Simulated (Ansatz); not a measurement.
Nudged elastic band run: C₂H₆BCl

input.yaml

```yaml
crystal:
  periodic: [false, false, false]
  atoms:
    - { symbol: C, position_ang: [-0.325361, 1.119032, -0.791483] }
    - { symbol: B, position_ang: [-0.28993, -0.356805, -0.263128] }
    - { symbol: C, position_ang: [0.565906, -0.824499, 0.969016] }
    - { symbol: Cl, position_ang: [-1.275432, -1.59316, -1.091195] }
    - { symbol: H, position_ang: [0.711075, 1.454219, -1.019735] }
    - { symbol: H, position_ang: [-0.665462, 1.788952, 0.030179] }
    - { symbol: H, position_ang: [-0.96348, 1.288856, -1.678453] }
    - { symbol: H, position_ang: [-0.09074, -1.280151, 1.741598] }
    - { symbol: H, position_ang: [1.263265, -1.635658, 0.66658] }
    - { symbol: H, position_ang: [1.153359, -0.011786, 1.43952] }
magnetization:
  spin_polarized: true
basis:
  gaussian: { orbitals: def2-SVP }
hamiltonian:
  xc: pbe
  dispersion: d4
neb:
  order_check: false
  images: 5
  f_tol: 0.03
  max_iterations: 60
  max_displacement: 0.5
  optimiser: lbfgs
  final_atoms:
    - { symbol: C, position_ang: [-0.38746388, 1.12560689, -0.72038919] }
    - { symbol: B, position_ang: [-0.18154408, -0.37975844, -0.32923627] }
    - { symbol: C, position_ang: [0.55145263, -0.84673983, 0.97687253] }
    - { symbol: Cl, position_ang: [-0.81700738, -1.63021215, -1.43211949] }
    - { symbol: H, position_ang: [0.5163989, 1.43207167, -1.29820941] }
    - { symbol: H, position_ang: [-0.42565241, 1.79704586, 0.16165133] }
    - { symbol: H, position_ang: [-1.25939684, 1.31136646, -1.37655417] }
    - { symbol: H, position_ang: [-0.22037578, -0.87804864, 1.78194298] }
    - { symbol: H, position_ang: [0.99004744, -1.861268, 0.91818371] }
    - { symbol: H, position_ang: [1.31674141, -0.12106381, 1.32075699] }
  initial_path:
    images:
      - { positions_ang: [[-0.325361, 1.119032, -0.791483], [-0.28993, -0.356805, -0.263128], [0.565906, -0.824499, 0.969016], [-1.275432, -1.59316, -1.091195], [0.711075, 1.454219, -1.019735], [-0.665462, 1.788952, 0.030179], [-0.96348, 1.288856, -1.678453], [-0.09074, -1.280151, 1.741598], [1.263265, -1.635658, 0.66658], [1.153359, -0.011786, 1.43952]] }
      - { positions_ang: [[-0.25136893, 1.15338002, -0.78936378], [-0.28315207, -0.32363663, -0.29745815], [0.53588501, -0.81129127, 0.94607988], [-1.26035083, -1.53222145, -1.17724809], [0.77921823, 1.47185375, -1.02260772], [-0.61650097, 1.83718914, 0.02712926], [-1.07350668, 1.01168491, -1.48669741], [-0.12190061, -1.24530993, 1.7087939], [1.24532467, -1.61673859, 0.66353057], [1.12955219, 0.00409007, 1.43074054]] }
      - { positions_ang: [[-0.17737685, 1.18772804, -0.78724456], [-0.27637414, -0.29046826, -0.3317883], [0.50586402, -0.79808354, 0.92314376], [-1.24526967, -1.4712829, -1.26330117], [0.84736145, 1.48948849, -1.02548045], [-0.56753995, 1.88542627, 0.02407953], [-1.18353336, 0.73451382, -1.29494182], [-0.15306122, -1.21046887, 1.6759898], [1.22738434, -1.59781919, 0.66048114], [1.10574538, 0.01996613, 1.42196108]] }
      - { positions_ang: [[-0.10338478, 1.22207607, -0.78512535], [-0.26959622, -0.25729989, -0.36611844], [0.47584302, -0.78487581, 0.90020763], [-1.2301885, -1.41034435, -1.34935426], [0.91550468, 1.50712324, -1.02835317], [-0.51857892, 1.93366341, 0.02102979], [-1.29356003, 0.45734273, -1.10318623], [-0.18422183, -1.1756278, 1.6431857], [1.20944401, -1.57889978, 0.65743171], [1.08193857, 0.0358422, 1.41318162]] }
      - { positions_ang: [[-0.19807781, 1.18991968, -0.76354663], [-0.2402455, -0.29811941, -0.35382439], [0.50104623, -0.80549715, 0.9257626], [-1.09246146, -1.48363362, -1.37694267], [0.78246942, 1.48210605, -1.11830525], [-0.48760342, 1.88812423, 0.06790364], [-1.2821723, 0.74201731, -1.19430888], [-0.19627315, -1.07643475, 1.68943813], [1.13631182, -1.67302252, 0.74434904], [1.16020618, -0.0164598, 1.38237341]] }
      - { positions_ang: [[-0.29277084, 1.15776328, -0.74196791], [-0.21089479, -0.33893893, -0.34153033], [0.52624943, -0.82611849, 0.95131756], [-0.95473442, -1.55692289, -1.40453108], [0.64943416, 1.45708886, -1.20825733], [-0.45662791, 1.84258504, 0.11477748], [-1.27078457, 1.02669188, -1.28543152], [-0.20832447, -0.9772417, 1.73569056], [1.06317963, -1.76714526, 0.83126637], [1.2384738, -0.0687618, 1.3515652]] }
      - { positions_ang: [[-0.38746388, 1.12560689, -0.72038919], [-0.18154408, -0.37975844, -0.32923627], [0.55145263, -0.84673983, 0.97687253], [-0.81700738, -1.63021215, -1.43211949], [0.5163989, 1.43207167, -1.29820941], [-0.42565241, 1.79704586, 0.16165133], [-1.25939684, 1.31136646, -1.37655417], [-0.22037578, -0.87804864, 1.78194298], [0.99004744, -1.861268, 0.91818371], [1.31674141, -0.12106381, 1.32075699]] }
```

Command:

```bash
$ ansatz run input.yaml --threads 2 --pin off --max-ram 3072MiB --backend cpu --events-out ev --progress --plain --runs-dir out
```

Output, in part (warnings, iteration lines, the closing report on the highest movable image, with atoms numbered from 0):

```
NEB end point (image 0): max|allowed force component| = 6.783e-3 eV/Å (the criterion of neb.relax_end_points is 1.000e-2)
NEB end point (image 6): max|allowed force component| = 1.277e-3 eV/Å (the criterion of neb.relax_end_points is 1.000e-2)
NEB iter   1: max|band force component| = 4.664e0 eV/Å  barrier→ = 3.8334 eV  barrier← = 3.8394 eV  Δτ_max = 0.0725 Å  (201 SCF iters)
NEB iter   2: max|band force component| = 4.005e0 eV/Å  barrier→ = 3.0346 eV  barrier← = 3.0405 eV  Δτ_max = 0.1633 Å  (150 SCF iters)
NEB iter   3: max|band force component| = 3.028e0 eV/Å  barrier→ = 1.9739 eV  barrier← = 1.9799 eV  Δτ_max = 0.2819 Å  (147 SCF iters)
NEB iter   4: max|band force component| = 6.121e0 eV/Å  barrier→ = 1.2382 eV  barrier← = 1.2441 eV  Δτ_max = 0.0926 Å  (150 SCF iters)
NEB iter   5: max|band force component| = 2.089e0 eV/Å  barrier→ = 0.9132 eV  barrier← = 0.9191 eV  Δτ_max = 0.0351 Å  (146 SCF iters)
NEB iter   6: max|band force component| = 2.058e0 eV/Å  barrier→ = 0.7877 eV  barrier← = 0.7937 eV  Δτ_max = 0.1415 Å  (148 SCF iters)
NEB iter   7: max|band force component| = 1.772e0 eV/Å  barrier→ = 0.5028 eV  barrier← = 0.5088 eV  Δτ_max = 0.1438 Å  (142 SCF iters)
NEB iter   8: max|band force component| = 1.979e0 eV/Å  barrier→ = 0.3610 eV  barrier← = 0.3670 eV  Δτ_max = 0.0341 Å  (144 SCF iters)
NEB iter   9: max|band force component| = 9.902e-1 eV/Å  barrier→ = 0.2001 eV  barrier← = 0.2061 eV  Δτ_max = 0.0369 Å  (151 SCF iters)
NEB iter  10: max|band force component| = 8.291e-1 eV/Å  barrier→ = 0.1528 eV  barrier← = 0.1588 eV  Δτ_max = 0.0631 Å  (145 SCF iters)
NEB iter  11: max|band force component| = 7.109e-1 eV/Å  barrier→ = 0.1061 eV  barrier← = 0.1121 eV  Δτ_max = 0.1143 Å  (145 SCF iters)
NEB iter  12: max|band force component| = 2.367e0 eV/Å  barrier→ = 0.1272 eV  barrier← = 0.1331 eV  Δτ_max = 0.0477 Å  (144 SCF iters)
NEB iter  13: max|band force component| = 5.501e-1 eV/Å  barrier→ = 0.0262 eV  barrier← = 0.0322 eV  Δτ_max = 0.0053 Å  (150 SCF iters)
NEB iter  14: max|band force component| = 3.714e-1 eV/Å  barrier→ = 0.0182 eV  barrier← = 0.0242 eV  CI = image 3  Δτ_max = 0.0054 Å  (123 SCF iters)
NEB iter  15: max|band force component| = 3.309e-1 eV/Å  barrier→ = 0.0146 eV  barrier← = 0.0206 eV  CI = image 3  Δτ_max = 0.0313 Å  (117 SCF iters)
NEB iter  16: max|band force component| = 1.746e-1 eV/Å  barrier→ = 0.0095 eV  barrier← = 0.0154 eV  CI = image 2  Δτ_max = 0.0026 Å  (138 SCF iters)
NEB iter  17: max|band force component| = 1.341e-1 eV/Å  barrier→ = 0.0086 eV  barrier← = 0.0146 eV  CI = image 2  Δτ_max = 0.0141 Å  (117 SCF iters)
NEB iter  18: max|band force component| = 1.533e-1 eV/Å  barrier→ = 0.0060 eV  barrier← = 0.0120 eV  CI = image 2  Δτ_max = 0.0025 Å  (139 SCF iters)
NEB iter  19: max|band force component| = 1.185e-1 eV/Å  barrier→ = 0.0054 eV  barrier← = 0.0113 eV  CI = image 2  Δτ_max = 0.0106 Å  (113 SCF iters)
NEB iter  20: max|band force component| = 1.010e-1 eV/Å  barrier→ = 0.0040 eV  barrier← = 0.0099 eV  CI = image 2  Δτ_max = 0.0127 Å  (139 SCF iters)
NEB iter  21: max|band force component| = 2.394e-1 eV/Å  barrier→ = 0.0028 eV  barrier← = 0.0088 eV  CI = image 2  Δτ_max = 0.0044 Å  (138 SCF iters)
NEB iter  22: max|band force component| = 7.192e-2 eV/Å  barrier→ = 0.0023 eV  barrier← = 0.0083 eV  CI = image 2  Δτ_max = 0.0020 Å  (113 SCF iters)
NEB iter  23: max|band force component| = 4.650e-2 eV/Å  barrier→ = 0.0021 eV  barrier← = 0.0081 eV  CI = image 2  Δτ_max = 0.0042 Å  (112 SCF iters)
NEB iter  24: max|band force component| = 5.676e-2 eV/Å  barrier→ = 0.0017 eV  barrier← = 0.0077 eV  CI = image 2  Δτ_max = 0.0010 Å  (118 SCF iters)
NEB iter  25: max|band force component| = 4.426e-2 eV/Å  barrier→ = 0.0016 eV  barrier← = 0.0076 eV  CI = image 2  Δτ_max = 0.0027 Å  (106 SCF iters)
NEB iter  26: max|band force component| = 5.763e-2 eV/Å  barrier→ = 0.0014 eV  barrier← = 0.0074 eV  CI = image 2  Δτ_max = 0.0011 Å  (115 SCF iters)
NEB iter  27: max|band force component| = 2.989e-2 eV/Å  barrier→ = 0.0013 eV  barrier← = 0.0073 eV  CI = image 2  Δτ_max = 0.0311 Å  (105 SCF iters)
NEB iter  28: max|band force component| = 1.818e-1 eV/Å  barrier→ = 0.0000 eV  barrier← = 0.0060 eV  CI = image 1  Δτ_max = 0.0155 Å  (29 SCF iters)
NEB iter  29: max|band force component| = 4.838e-2 eV/Å  barrier→ = -0.0001 eV  barrier← = 0.0058 eV  CI = image 1  Δτ_max = 0.0312 Å  (141 SCF iters)
NEB iter  30: max|band force component| = 9.716e-2 eV/Å  barrier→ = -0.0001 eV  barrier← = 0.0059 eV  CI = image 1  Δτ_max = 0.0156 Å  (140 SCF iters)
NEB iter  31: max|band force component| = 3.156e-2 eV/Å  barrier→ = -0.0002 eV  barrier← = 0.0058 eV  CI = image 1  Δτ_max = 0.0264 Å  (135 SCF iters)
NEB iter  32: max|band force component| = 2.378e-2 eV/Å  barrier→ = -0.0002 eV  barrier← = 0.0058 eV  CI = image 1  Δτ_max = 0.0000 Å  (266 SCF iters)
Total energy: -15357.18603173 eV, -564.3661771914 hartree
Atom 0 at    -0.339039     1.121533    -0.781324 Å, force    -0.001326     0.000595     0.001755 eV/Å
Atom 1 at    -0.278439    -0.360049    -0.272088 Å, force     0.003026     0.001506     0.002940 eV/Å
Atom 2 at     0.563777    -0.823567     0.971009 Å, force     0.002719    -0.000813    -0.004529 eV/Å
Atom 3 at    -1.208718    -1.609538    -1.142804 Å, force    -0.000128    -0.001281    -0.001708 eV/Å
Atom 4 at     0.687988     1.437067    -1.075042 Å, force    -0.000865     0.000420    -0.001171 eV/Å
Atom 5 at    -0.613141     1.797479     0.058712 Å, force     0.000143     0.000309    -0.000467 eV/Å
Atom 6 at    -1.021524     1.302561    -1.632244 Å, force     0.000040    -0.001031     0.000573 eV/Å
Atom 7 at    -0.112577    -1.249115     1.744595 Å, force    -0.002339     0.001362     0.000722 eV/Å
Atom 8 at     1.247535    -1.654784     0.695278 Å, force    -0.001687    -0.000786     0.001346 eV/Å
Atom 9 at     1.157338    -0.012587     1.436808 Å, force     0.000417    -0.000281     0.000539 eV/Å
Dipole moment:     0.159477     0.187322     0.154949 e Å
```

The run converged. The band force fell under the threshold earlier too, but the program's further tests of the path sent the band on. The highest image is an end point: on this band no image between the ends rises above it.

Final band:

```tsv
image	path coordinate (Å)	energy (eV)
0	0.00	0.000
1	0.15	0.000
2	0.35	-0.001
3	0.55	-0.002
4	0.75	-0.004
5	0.94	-0.006
6	1.14	-0.006
```

The run took 2.6 min on 2 threads of Intel(R) Xeon(R) 6975P-C (Granite Rapids), with other jobs on the host, peak memory 0.16 GiB.
